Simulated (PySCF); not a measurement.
Sn(Me)(Cl)2 (CH3Cl2Sn), SMILES [CH3][Sn]([Cl])[Cl], multiplicity 2. Atoms are numbered in the order given.

```xyz
7

Sn    -0.3456    -0.1293     0.2958
C     -1.1886    -1.4884    -1.1949
H     -0.3842    -2.1909    -1.4512
H     -1.4680    -0.8628    -2.0529
H     -2.0595    -2.0132    -0.7835
Cl    -0.2532     1.9975    -0.7574
Cl     1.9192    -0.7937     0.5614
```
Charge 0, spin multiplicity 2.

The structure is a stationary point at PBE0-D3(BJ)/def2-SVP. The spin state was assumed, not searched. The isomer is the one that the SMILES or the coordinates give; other isomers of the formula were not compared. The def2 effective core potentials stand for the cores of Sn; spin–orbit coupling is left out.

Calculation: ωB97X/def2-TZVP in PySCF.

Computed frontier levels, dipole moment and polarisability:
```json
{
 "α spin, highest occupied and lowest empty level": "-8.99 and 1.23 eV",
 "β spin, highest occupied and lowest empty level": "-10.94 and -2.72 eV",
 "dipole_moment": "3.80 D",
 "quadrupole, principal values (traceless, Buckingham form, about the centre of nuclear charge)": "-8.04, 2.57, 5.47 D·Å",
 "mean_static_polarisability": "78.4 bohr³ (11.62 Å³)",
 "polarisability_principal_values": "61.2, 86.8, 87.3 bohr³",
 "⟨S²⟩": "0.758 (pure state 0.75)"
}
```
